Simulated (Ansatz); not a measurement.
Consider the substitution at a C–C bond: `C[CH](F)[GaH][NH2]` + `OB(F)Br` → `COB(F)Br` + `[NH2][GaH][CH2]F`.

Gas-phase electronic energies from Ansatz, PBE0-D4/def2-TZVP geometries. CCSD(T)/CBS adds triple-zeta CCSD(T) − MP2 to the extrapolated MP2 energy (def2 sets, frozen cores). DFT in def2-TZVPP. B3LYP here is the variant with VWN-RPA as its local correlation; programs differ in this. For Br, Ga outer-core shells are correlated without core-valence functions, which leaves a few kJ/mol of doubt a bond. Scalar relativity is left out up to krypton. Each species was taken in one conformer, which may not be the lowest.

CCSD(T)/CBS gives +0.69 eV.

Task: Another level gave +0.67 eV. Which?
A. MP2/def2-TZVPP
B. HF/def2-TZVPP
C. B3LYP/def2-TZVPP
D. CCSD(T)/def2-TZVPP

Result: D. CCSD(T)/def2-TZVPP 0.67, HF/def2-TZVPP 0.55, B3LYP 0.60, MP2/def2-TZVPP 0.72 eV.

Largest T1 diagnostic among the species: 0.013.

In def2-TZVPP, CCSD(T) changes the Hartree–Fock value by +0.12 eV (the triples alone add +0.01 eV) and MP2 by +0.17 eV.
